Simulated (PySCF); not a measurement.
Species: C₄H₅F₅O₂S.
Bonds: C1–S2, S2–O3 (double), S2–O4 (double), S2–C5, C5–C6, C6–F7, C6–F8, C6–C9, C9–F10, C9–F11, C9–F12. Hydrogens: H13, H14, H15 on C1; H16, H17 on C5.

The geometry is computed with GFN2-xTB (gas phase).

Q: List the bond lengths, angles and torsions at this level.

A: 
```json
{"bond": "C1–S2", "length (pm)": "180.8"}
{"bond": "S2=O3, S2=O4", "length (pm)": "142.7"}
{"bond": "S2–C5", "length (pm)": "185.5"}
{"bond": "C5–C6", "length (pm)": "151.1"}
{"bond": "C6–F7", "length (pm)": "136.5"}
{"bond": "C6–F8", "length (pm)": "134.7"}
{"bond": "C6–C9", "length (pm)": "155.4"}
{"bond": "C9–F10, C9–F12", "length (pm)": "133.4"}
{"bond": "C9–F11", "length (pm)": "132.3"}
{"bond": "C1–H13, C1–H14, C1–H15", "length (pm)": "108.2"}
{"bond": "C5–H16, C5–H17", "length (pm)": "108.8"}
```

Bonds in one row agree within 1 pm and their mean is given. A selection of angles:
```json
{"angle": "S2–C1–H13", "degrees": "108.5"}
{"angle": "H13–C1–H14", "degrees": "112.1"}
{"angle": "H13–C1–H15", "degrees": "110.2"}
{"angle": "C1–S2–O3", "degrees": "109.2"}
{"angle": "C1–S2–C5", "degrees": "101.3"}
{"angle": "O3–S2–O4", "degrees": "119.6"}
{"angle": "O3–S2–C5", "degrees": "107.1"}
{"angle": "O4–S2–C5", "degrees": "108.8"}
{"angle": "S2–C5–C6", "degrees": "111.3"}
{"angle": "S2–C5–H16", "degrees": "108.6"}
{"angle": "S2–C5–H17", "degrees": "107.5"}
{"angle": "C6–C5–H16", "degrees": "108.4"}
{"angle": "C6–C5–H17", "degrees": "109.8"}
{"angle": "H16–C5–H17", "degrees": "111.4"}
{"angle": "C5–C6–F7", "degrees": "109.8"}
{"angle": "C5–C6–F8", "degrees": "111.7"}
{"angle": "C5–C6–C9", "degrees": "114.2"}
{"angle": "F7–C6–F8", "degrees": "105.3"}
{"angle": "F7–C6–C9", "degrees": "106.6"}
{"angle": "F8–C6–C9", "degrees": "108.9"}
{"angle": "C6–C9–F10", "degrees": "110.2"}
{"angle": "C6–C9–F11", "degrees": "112.5"}
{"angle": "C6–C9–F12", "degrees": "110.6"}
{"angle": "F10–C9–F11", "degrees": "108.7"}
{"angle": "F10–C9–F12", "degrees": "107.0"}
```

Torsions: C1–S2–C5–C6 163° (antiperiplanar); S2–C5–C6–F7 175° (antiperiplanar); C5–C6–C9–F10 45° (synclinal). The mirror-image conformer, all signs reversed, is as good.

The 2 C–S bonds span 1.808 Å (C1–S2, drawn single) to 1.855 Å (S2–C5, drawn single), a spread of 0.047 Å. The 5 C–F bonds span 1.323 Å (C9–F11, drawn single) to 1.365 Å (C6–F7, drawn single), a spread of 0.042 Å. S2 (sulfonyl sulfur) is distorted tetrahedral (angles from 101.3° to 119.6°). Of the pairs four or more bonds apart, S2···F11 is among the closest relative to their van der Waals radii: 2.95 Å, 90 % of the sum of Bondi's values. The C–C distances run from 1.511 Å (C5–C6, drawn single) to 1.554 Å (C6–C9, drawn single), a spread of 0.043 Å.

Point group: C1 (no symmetry element, even within 0.4 Å). Stationary, but not proved a minimum. The numbers are those of one conformer.
